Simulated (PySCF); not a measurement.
Telling isomers of C₆H₄N₂ apart by NMR

- shieldings: GIAO PBE0/pcSseg-1
- geometry: GFN2-xTB
- program: PySCF 2.14.0 with density-fitted response routines
- rapidly exchanging positions averaged, no solvent model, a single conformation, non-relativistic

Scale: TMS for ¹H (σref 31.72) and ¹³C (σref 186.93) (reference shieldings calculated alike). Where no couplings were computed, multiplicities follow the n + 1 count of equivalent neighbours, and m marks all less simple cases (inequivalent or close neighbours, rings, F or P nearby). Shifts are as computed. Against solution values, carbons near 30 ppm lie about +3 ppm off and those near 130 ppm about +5 ppm. Of 1211 compounds with measured shifts, 218 miss one by over three times the rms of a fit or turn the order of signals round; such compounds aren't used in these exercises.

(1) Tabulate the signals of `C=C1CC1(C#N)C#N`, `CC#CC(C#N)C#N` and their relative energies.

(2) What is the quickest way to tell C=C1CC1(C#N)C#N from CC#CC(C#N)C#N?

Results:

(1) 
| SMILES | carbon types | δC | δH | E rel. (kcal/mol) |
| --- | --- | --- | --- | --- |
| C=C1CC1(C#N)C#N | 4×C 2×CH2 | 135.6, 119.9, 117.2, 23.5, 0.7 | 6.51 (br s, 1H), 6.25 (br s, 1H), 2.15 (s, 2H) | 0.0 |
| CC#CC(C#N)C#N | 4×C 1×CH 1×CH3 | 114.7, 93.0, 69.3, 13.4, 4.4 | 4.25 (s, 1H), 2.16 (s, 3H) | 5.4 |

Energies are electronic energies at PBE0/pcSseg-1 on these geometries, without zero-point or thermal terms, each for the one conformer computed, which needn't be the lowest.

(2) Both give the same number of carbon signals, but DEPT or the intensities differ. The first has a terminal =CH2 carbon at 117.2 ppm, the second an sp3 CH α to a nitrile at 13.4 ppm. Their most deshielded carbons lie at 135.6 and 114.7 ppm. In the proton spectra the most deshielded non-exchanging signals are 6.51 (br s, 1H) and 4.25 (s, 1H).
